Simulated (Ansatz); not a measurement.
The cluster Li₃S⁺ (the lowest singlet isomer of a short search). Total charge 1; singlet. Geometry B3LYP-D4/def2-TZVP, basis def2-TZVP, Ansatz.

```xyz
4

Li    0.3911    0.8466   -1.9504
Li   -0.6079   -2.0667    0.1793
Li    0.2174    1.2199    1.7713
S    -0.0006    0.0002   -0.0002
```

```json
{"run": "A", "HOMO (eV)": "-9.31", "LUMO (eV)": "-4.76"}
{"run": "B", "HOMO (eV)": "-10.78", "LUMO (eV)": "-4.00"}
{"run": "C", "HOMO (eV)": "-9.62", "LUMO (eV)": "-3.93"}
{"run": "D", "HOMO (eV)": "-9.01", "LUMO (eV)": "-4.08"}
{"run": "E", "HOMO (eV)": "-9.12", "LUMO (eV)": "-4.73"}
{"run": "F", "HOMO (eV)": "-12.09", "LUMO (eV)": "-3.11"}
```

LC-ωPBE has ω = 0.4 bohr⁻¹. B3LYP takes the VWN-RPA correlation. HSE06 is defined as in plane-wave codes, on full-range PBE exchange. The structure comes from a short search, and lower isomers may exist.

**Question.** The runs used B3LYP, CAM-B3LYP, HSE06, LC-ωPBE, r2SCAN0, r2SCANh. Estimate which is which.

**Answer.** A B3LYP (20 % exact exchange); B CAM-B3LYP (range-separated); C r2SCAN0 (25 % exact exchange); D r2SCANh (10 % exact exchange); E HSE06 (range-separated); F LC-ωPBE (range-separated). Exact exchange lowers occupied and raises empty levels; among semilocal functionals meta-GGAs tend to open the gap a little, and such runs are hard to tell apart. The gap grows from 4.39 eV (HSE06) to 8.98 eV (LC-ωPBE).
